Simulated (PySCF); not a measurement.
Species: C₇H₄ClFO.
Structure used (PBE0-D3(BJ)/def2-TZVP), in Å, numbered top down from 1:
```xyz
14
C7H4ClFO angstrom
O      3.0427   -0.5544    0.5359
C      2.3161   -0.0449   -0.2516
Cl     2.9727    0.5993   -1.7626
C      0.8458    0.0234   -0.1031
C      0.2622   -0.9920    0.6605
C     -1.1025   -1.0474    0.8565
C     -1.9151   -0.0649    0.3056
C     -1.3611    0.9662   -0.4322
C      0.0061    1.0015   -0.6318
F      0.4988    2.0306   -1.3128
H      0.9175   -1.7414    1.0864
H     -1.5335   -1.8521    1.4386
H     -2.9877   -0.0957    0.4567
H     -1.9678    1.7568   -0.8552
```

Computed at PBE0/pcSseg-2 (PySCF, non-relativistic), with Q(17O) = −0.0256 b, Q(35Cl) = −0.0817 b: O1, 17O (I = 5/2): χzz = 9.597 MHz, η = 0.444; Cl3, 35Cl (I = 3/2): χzz = -63.88 MHz, η = 0.314.

Problem. Where would the pure quadrupole (NQR) lines of 17O at O1 fall for the rigid, isolated species?

Solution. From the eigenvalues of H = χ/[4I(2I − 1)] × [3Iz² − I(I + 1) + η(Ix² − Iy²)], steps between neighbouring levels, labelled as for η = 0: ±1/2↔±3/2 1.720 MHz, ±3/2↔±5/2 2.778 MHz (carbonyl oxygen).

Problem. Find the zero-field quadrupole resonance frequencies of 35Cl at Cl3.

Solution. From ν = (|χ|/2)√(1 + η²/3): ν = 32.46 MHz (chlorine bonded to C). For 37Cl the ratio of quadrupole moments, 0.7881, gives 25.58 MHz.

In a crystal, neighbours and librations shift these lines. The structure is a single PBE0-D3(BJ)/def2-TZVP conformer in the gas phase; no vibrational or solvent corrections.

These values come from a run that also computed NMR shieldings. The run took 3.3 min wall, 6.4 min CPU on 2 threads, Intel Xeon at 2.50 GHz (x86_64), shared host with 64 logical CPUs at a one-minute load of 61, and the process peaked at 2.6 GiB of memory.
